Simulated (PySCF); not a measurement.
A species of formula C2H7GeNSi has this rotational fingerprint, computed with PySCF 2.14.0, PBE0-D3(BJ)/def2-SVP geometry optimisation, gas phase:

- Rotational constants: A = 2815, B = 1722, C = 1133 MHz
- Dipole components: |μa| = 1.85 D, |μb| = 3.16 D, |μc| = 1.14 D
- Inertial defect: -27.13 u·Å²
- κ: -0.30

Question: Which structure is it? (One computed conformer of each.)
A. `N#C[C@H]([SiH3])[GeH3]`
B. `[CH:1]#[C:2][GeH2:3][NH:4][SiH3:5]` with C2–Ge3–N4–Si5 79°

Answer: A. It is N#C[C@H]([SiH3])[GeH3], an asymmetric top, point group C1. The candidates at the same level (rigid rotor, commonest isotopes):

| SMILES | A (MHz) | B (MHz) | C (MHz) | μa (D) | μb (D) | μc (D) | Δ (u·Å²) | point group | rotor |
| --- | --- | --- | --- | --- | --- | --- | --- | --- | --- |
| C#[C][GeH2][NH][SiH3] | 4116 | 1412 | 1122 | 0.50 | 0.08 | 0.84 | -30.33 | C1 | asymmetric top |
| N#C[C@H]([SiH3])[GeH3] | 2815 | 1722 | 1133 | 1.85 | 3.16 | 1.14 | -27.13 | C1 | asymmetric top |

`C#[C][GeH2][NH][SiH3]` has A 46 % too high. No structure here is proved a minimum.
